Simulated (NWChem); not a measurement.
System: HTeI; SMILES [TeH]I

Input file for NWChem:

```
start job
memory heap 200 mb stack 900 mb global 1100 mb
geometry units angstroms noautosym nocenter noautoz
  Te    -0.018960     1.332942     0.000000
  H      1.646848     1.422001     0.000000
  I     -0.036057    -1.378526     0.000000
end
basis spherical
  * library def2-svpd
end
ecp
  Te library def2-ecp
  I library def2-ecp
end
dft
  xc b3lyp
  iterations 150
end
property
  response 1 0.0
end
task dft property
```

Structure relaxed at the PBE0/def2-SVP level. Not confirmed as a minimum by frequencies. B3LYP is NWChem's, with the RPA form of VWN correlation. def2 effective core potentials on Te, I; no spin-orbit coupling.

Static field.

Q: Give the results of this calculation. (B3LYP/def2-SVPD with def2 effective core potentials on Te, I.) Quantities: isotropic polarisability (bohr³); anisotropy (bohr³).

A: 
| Quantity | Value |
|---|---|
| isotropic polarisability (bohr³) | 79.5 |
| anisotropy (bohr³) | 40.6 |
